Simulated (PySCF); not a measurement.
Si(Me)2(Cl)2 (C₂H₆Cl₂Si), SMILES C[Si](C)(Cl)Cl.

The structure is a stationary point at TPSSh-D3(BJ)/def2-SVP. The isomer is the one that the SMILES or the coordinates give; other isomers of the formula were not compared.

Vertical ionisation energy (IE) and electron affinity (EA) in eV. Rows of orbital energies are one-electron estimates. Where ΔSCF, EOM or ADC give a negative EA the extra electron is unbound and the value depends on the basis.

| level | IE | EA |
|---|---|---|
| −ε(HOMO), −ε(LUMO), M06-2X/def2-TZVP (PySCF) | 9.88 | -1.47 |
| −ε(HOMO), −ε(LUMO), PBE/def2-TZVP (PySCF) | 7.29 | 0.24 |
